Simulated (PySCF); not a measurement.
HgCl₂ (singlet). All numbers come from PySCF, PBE, basis Hg def2-TZVP with ECP60, Cl def2-TZVP (scalar-relativistic core potentials, no spin–orbit coupling, density fitting).

Harmonic bands of its minimum:

```json
{"ω (cm⁻¹)": "96", "IR (km/mol, summed over degenerate members)": "6.3", "degeneracy": "2"}
{"ω (cm⁻¹)": "337", "IR (km/mol, summed over degenerate members)": "0.0", "degeneracy": "1"}
{"ω (cm⁻¹)": "392", "IR (km/mol, summed over degenerate members)": "51.8", "degeneracy": "1"}
```

Task: The central atom is Hg. Infer the point group and assign the bands.

Result: D∞h. The modes span πu + σg+ + σu+: 96 πu, 337 σg+, 392 σu+. The computed geometry has Hg–Cl 2.276 Å (×2); Cl–Hg–Cl 180.0°.

No spin–orbit coupling is included, which matters more the heavier the element.
